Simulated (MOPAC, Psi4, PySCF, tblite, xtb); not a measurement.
Dimer HF ··· BF3 (SMILES F and FB(F)F) at R = 2.39 Å between the centres of mass, closest contact 2.38 Å (lowest of the rigid-body minima from ten starts at GFN2-xTB). Geometry in Å and degrees:

```
B
F 1 1.3153
F 1 1.3156 2 119.97
F 1 1.3157 2 119.98 3 179.91
F 1 2.3789 2 93.38 3 -83.98
H 5 0.9245 1 107.17 2 117.52
```

Computed with: GFN2-xTB (tblite); SAPT0/jun-cc-pVDZ, frozen core (Psi4); PBE0/def2-TZVP, counterpoise-corrected (Psi4); PBE0-D3(BJ)/def2-TZVP, counterpoise-corrected (Psi4); PBE/def2-TZVP, counterpoise-corrected (Psi4); PBE-D3(BJ)/def2-TZVP, counterpoise-corrected (Psi4); HF/aug-cc-pVDZ, counterpoise-corrected (Psi4); MP2/aug-cc-pVDZ = Psi4 with DF-MP2/aug-cc-pVDZ, frozen core, counterpoise-corrected; SCS-MP2/aug-cc-pVDZ = DF-SCS-MP2/aug-cc-pVDZ, frozen core, counterpoise-corrected run with Psi4; AM1, restricted, heats of formation (MOPAC); PM7, restricted, heats of formation (MOPAC); GFN1-xTB (xtb); RKS-B3LYP/6-31G* = restricted B3LYP/6-31G*, spherical d, no counterpoise correction in PySCF; RKS-LDA (SVWN5)/6-31G* = PySCF with restricted LDA (SVWN5)/6-31G*, spherical d, no counterpoise correction.

**Question.** What interaction energy does each level give?

**Answer.** 
```json
[
 {"method": "RKS-LDA (SVWN5)/6-31G*", "E_int / kcal/mol": "-11.51"},
 {"method": "RKS-B3LYP/6-31G*", "E_int / kcal/mol": "-7.24"},
 {"method": "GFN2-xTB", "E_int / kcal/mol": "-3.34"},
 {"method": "SAPT0/jun-cc-pVDZ", "E_int / kcal/mol": "-2.77"},
 {"method": "GFN1-xTB", "E_int / kcal/mol": "-2.68"},
 {"method": "PBE0-D3(BJ)/def2-TZVP", "E_int / kcal/mol": "-2.59"},
 {"method": "PBE-D3(BJ)/def2-TZVP", "E_int / kcal/mol": "-2.11"},
 {"method": "PBE0/def2-TZVP", "E_int / kcal/mol": "-2.08"},
 {"method": "PBE/def2-TZVP", "E_int / kcal/mol": "-1.51"},
 {"method": "MP2/aug-cc-pVDZ", "E_int / kcal/mol": "-1.43"},
 {"method": "HF/aug-cc-pVDZ", "E_int / kcal/mol": "-1.19"},
 {"method": "AM1", "E_int / kcal/mol": "-1.12"},
 {"method": "SCS-MP2/aug-cc-pVDZ", "E_int / kcal/mol": "-1.03"},
 {"method": "PM7", "E_int / kcal/mol": "0.65"}
]
```
